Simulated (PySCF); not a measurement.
# Computed structure and properties of [LuH2]+

System: [LuH2]+ (singlet in the valence; each metal's 4f electrons, 14 of them, lie in its core potential, out of spins and levels); start: template (C2v). Method: PySCF 2.14.0, RKS PBE0, Lu lcecp-1-SVP with ECP60, H def2-SVP; non-relativistic Hamiltonian with scalar-relativistic core potentials where named; density fitting; no spin-orbit coupling.

Input of the relaxation:

```python
mol = gto.M(atom='''
Lu     0.00000     0.00000    -0.00989
H      1.93960    -0.00000     0.85811
H     -1.93960     0.00000     0.85811''',
    basis={'Lu': 'lcecp-1-SVP', 'H': 'def2-SVP'},
    ecp={'Lu': 'lcecp-1-SVP'},
    charge=1, spin=0)
mf = dft.RKS(mol, xc='PBE0')
mf.grids.atom_grid = (50, 194)  # f atoms: unpruned, at least (60, 302)
mf = mf.density_fit()  # fitting sets: Lu AutoAux, H def2-universal-JKFIT
mf.conv_tol = 1e-08; mf.max_cycle = 55
mf.kernel(dm0)  # dm0: converged density of the start geometry
# quasi-Newton relaxation in Cartesian coordinates to a largest gradient under 0.00045 Eh/bohr, steps kept in the point group
```

Run from Python with OMP_NUM_THREADS=2; the lines above give its settings. Where DIIS fails, smearing, a level shift and second-order steps follow.
It took 2.5 s on 2 threads of Intel(R) Xeon(R) 6975P-C (Granite Rapids), on a shared host, from the converged density of the start.

Course of the relaxation:

```json
{"step": "0", "energy above end (eV)": "0.6938", "largest force component within the symmetry (eV/Å)": "1.680"}
{"step": "1", "energy above end (eV)": "0.3658", "largest force component within the symmetry (eV/Å)": "1.299"}
{"step": "2", "energy above end (eV)": "0.0472", "largest force component within the symmetry (eV/Å)": "0.474"}
{"step": "3", "energy above end (eV)": "0.0029", "largest force component within the symmetry (eV/Å)": "0.078"}
{"step": "4", "energy above end (eV)": "0.0000", "largest force component within the symmetry (eV/Å)": "0.005"}
```

Relaxed geometry (C2v):

```xyz
3

Lu    0.0000    0.0000   -0.1910
H     1.4781    0.0000    0.9487
H    -1.4781    0.0000    0.9487
```

| contact | Å |
| --- | --- |
| Lu1–H2 (H) | 1.866 |
| Lu1–H3 (H) | 1.866 |

On the finer grid (75, 302):

```
HOMO                                                          : -12.96 eV
LUMO                                                          : -8.07 eV
Dipole about the centre of mass                               : 4.26 D
Set of Mulliken populations of Lu1 outside the core potential : s 2.77, p 6.17, d 0.87, f 0.01
D3(BJ) dispersion energy (not in the energies)                : -0.019 eV
```

```csv
atom,Mulliken (e),Löwdin (e),spin (e)
Lu1,1.18,1.23,0.00
H2,-0.09,-0.11,0.00
H3,-0.09,-0.11,0.00
```

The 4f levels lie in the core potential and are missing.

On the grid (50, 194), as all that follows. Harmonic modes: a minimum; lowest 585 cm⁻¹ (negative: unstable), highest 1718 cm⁻¹, zero-point energy 0.248 eV.

Taking off one H (charge -1, singlet; the rest: singlet) in vacuum, both parts rigid, costs 16.22 eV; the small basis without counterpoise inflates it. Most of it is the attraction of opposite charges; other ways to part are cheaper, and one spin state was tried for the rest.

Rigid scan of H along the line from its metal:

(distance to H2 (Å), energy (eV)): (1.57, 0.687), (1.67, 0.270), (1.77, 0.060), (1.87, 0.000), (1.97, 0.048), (2.07, 0.172), (2.27, 0.559), (2.57, 1.279), (2.97, 2.199), (3.47, 3.102)

One start shape was tried, so this needn't be the lowest isomer.

An lcecp potential fixes the number of 4f electrons, so in runs with it no electron can move into or out of that shell.
